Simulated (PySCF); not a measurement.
# [FeI4]-: multiplets, ligand field and magnetism

The complex [FeI4]- (charge -1) contains Fe(III), shell d5. The structure is a model geometry with rigid ligands and bond lengths from ionic radii, not a minimum; coordination tetrahedral, point group Td, metal–donor distances 2.58 Å.

```
5

Fe    0.0000    0.0000    0.0000
I     1.4925    1.4925    1.4925
I    -1.4925   -1.4925    1.4925
I    -1.4925    1.4925   -1.4925
I     1.4925   -1.4925   -1.4925
```

Method (PySCF 2.14, density fitting): CASSCF(5,5) with orbitals averaged over all microstates of the shell, strongly contracted NEVPT2 on the averaged canonical orbitals; basis x2c-TZVPall on the metal, x2c-SVPall elsewhere; spin-free X2C; IEF-PCM water; spin-orbit coupling by state interaction with the mean-field operator over all roots.

Spin-free states:

```tsv
2S+1	deg.	symmetry	free-ion term	CASSCF / cm⁻¹	NEVPT2 / cm⁻¹	f(ED)
6	1	6A1	6S 1.00	0	0	–
4	3	4T1	4G 0.75	28030	20533	–
4	3	4T2	4G 0.98	28805	25167	–
4	2	4E	4G 0.98	29766	26989	–
4	1	4A1	4G 1.00	29964	27508	–
2	3	2T2	2I 0.70	40230	28624	–
4	3	4T2	4D 0.95	35861	28913	–
4	2	4E	4D 0.98	37809	33074	–
2	1	2A2	2I 0.80	40306	33139	–
2	3	2T1	2I 0.86	41413	34853	–
4	3	4T1	4P 0.74	36651	35292	–
2	3	2T2	2I 0.91	41229	35941	–
2	2	2E	2I 0.95	41560	37218	–
2	3	2T2	2D 0.51	45714	37864	–
2	2	2E	2D 0.75	46539	38210	–
2	1	2A1	2I 1.00	42694	39954	–
2	3	2T1	2F 0.70	48580	40719	–
4	3	4T1	4F 0.97	48716	41526	–
2	3	2T2	2F 0.30	50270	44085	–
4	1	4A2	4F 1.00	52896	45704	–
2	1	2A1	2G 0.99	53369	45767	–
2	3	2T1	2H 0.81	51650	45908	–
4	3	4T2	4F 0.94	51709	46261	–
2	1	2A2	2F 0.80	50103	46641	–
2	2	2E	2H 0.41	52687	47095	–
```

Only the lowest 25 spin-free levels are listed. Energies are counted from the ground state at NEVPT2 level. Weights follow the labels. f(ED) is the electric-dipole oscillator strength from the ground state at the fixed geometry, without vibronic coupling; occupations, where given, run over the ligand-field orbitals from the lowest.

## Spin-orbit levels

| E / cm⁻¹ | deg. | make-up | g (S′ = 1/2) |
| --- | --- | --- | --- |
| 0.0 | 6 | 1.00 6A1 | – |
| 20449.7 | 2 | 1.00 4T1 | 2.35 2.35 2.35 |
| 20468.3 | 4 | 1.00 4T1 | – |
| 20574.0 | 4 | 1.00 4T1 | – |
| 20648.2 | 2 | 1.00 4T1 | 3.06 3.06 3.06 |
| 25103.9 | 4 | 1.00 4T2 | – |
| 25112.8 | 2 | 1.00 4T2 | 3.31 3.31 3.31 |
| 25197.6 | 4 | 1.00 4T2 | – |
| 25246.8 | 2 | 1.00 4T2 | 1.97 1.97 1.97 |
| 26982.0 | 2 | 1.00 4E | 1.90 1.90 1.90 |
| 26985.9 | 4 | 1.00 4E | – |
| 26990.2 | 2 | 1.00 4E | – |
| 27506.8 | 4 | 1.00 4A1 | – |
| 28578.2 | 4 | 0.83 2T2 + 0.17 4T2 | – |
| 28589.6 | 2 | 0.82 2T2 + 0.17 4T2 | – |
| 28822.0 | 2 | 0.82 4T2 + 0.17 2T2 | – |

Only the lowest levels are listed: 50 of 252 states.

## Magnetism

The ground multiplet follows a spin Hamiltonian with S = 5/2, g = 2.002, 2.002, 2.002, D = 0 (spin-orbit part alone); the lowest levels hold 100 % of the spin-free ground state. μeff is 5.92 μB at 300 K and 5.92 μB at 10 K; the spin-only value is 5.92 μB.

```tsv
T / K	χT / cm³ K mol⁻¹	μeff / μB
2	4.386	5.92
5	4.386	5.92
10	4.386	5.92
20	4.386	5.92
30	4.386	5.92
50	4.386	5.92
75	4.386	5.92
100	4.386	5.92
150	4.386	5.92
200	4.386	5.92
250	4.386	5.92
300	4.386	5.92
```

Powder magnetisation at 2 K: 1.84 μB at 0.5 T, 3.13 μB at 1 T, 4.30 μB at 2 T, 4.70 μB at 3 T, 4.93 μB at 5 T, 4.99 μB at 7 T.

Charge-transfer states lie outside this active space and may come lower than some of these levels. NEVPT2 on the d shell alone tends to put d–d bands too high for such charged or covalently bound ions. Gaps between spin states lean to high spin in this active space.

The job took 51 s on one thread of Arm Neoverse V1 (shared host), with 192 basis functions and a peak of 0.64 GiB, launched as `OMP_NUM_THREADS=1 python lf_run.py task.json out`.
